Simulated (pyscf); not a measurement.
PySCF, gas phase, ωB97X-D3(BJ)/def2-SVP geometries. Correlated levels are frozen-core, on RHF or UHF. ΔMP2 is the change of the MP2 total energy from the triple- to the quadruple-zeta basis.

SMILES: [InH2][BiH2]
```xyz
6

In     1.1628    -0.3056     0.1047
Bi    -0.5026     1.1935    -1.5498
H      2.3674     0.4718     1.0796
H      1.0331    -2.0342     0.1444
H     -1.8710     0.1970    -0.9799
H     -0.7326     2.3329    -0.1936
```

Problem. What is the homolytic dissociation enthalpy (298 K, CCSD(T)/def2-TZVPP + ΔMP2(QZVPP)) of the Bi–In bond of H₂In–BiH₂, to InH₂• + BiH₂•?

Solution. Bi–In to InH₂• + BiH₂•: 2.12 eV. The radicals are drawn with the spin at the cut bond; how far it spreads was not checked. The CCSD(T) − MP2 part came from Ansatz, without density fitting, on the same reference. The frozen core leaves the outer d or s,p core shells of the metals and heavy elements correlated in the MP2 and CC values, and def2-TZVPP describes them poorly, which can shift differences by a few kcal/mol. Elements past Kr carry the def2 core potentials, without spin-orbit coupling.
